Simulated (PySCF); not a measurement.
B(Cl)(H)(SH) (BClH2S), SMILES SBCl. Atoms are numbered in the order given.

```xyz
5

B      0.7107    -0.0131     0.0000
Cl    -0.1461    -1.5440     0.0000
H      1.8940    -0.0143     0.0000
S     -0.2362     1.4995     0.0000
H      0.8157     2.3363     0.0000
```
Charge 0, spin multiplicity 1.

Coordinates come from a B3LYP-D3(BJ)/def2-TZVP optimisation. The values are those of a single conformer.

The numbers are results of PBE0/pcJ-1 (PySCF), not measurements.

Isotropic couplings with Fermi-contact, spin-dipole and both spin-orbit terms, one fixed conformer, no vibrational averaging. Isotopes: 11B, 1H.

Computed spin–spin coupling constants:
```
pair   bonds apart  J (Hz)
-----  -----------  ------
B1–H3            1   178.7
B1–H5            2    -4.8
H3–H5            3     8.4
```
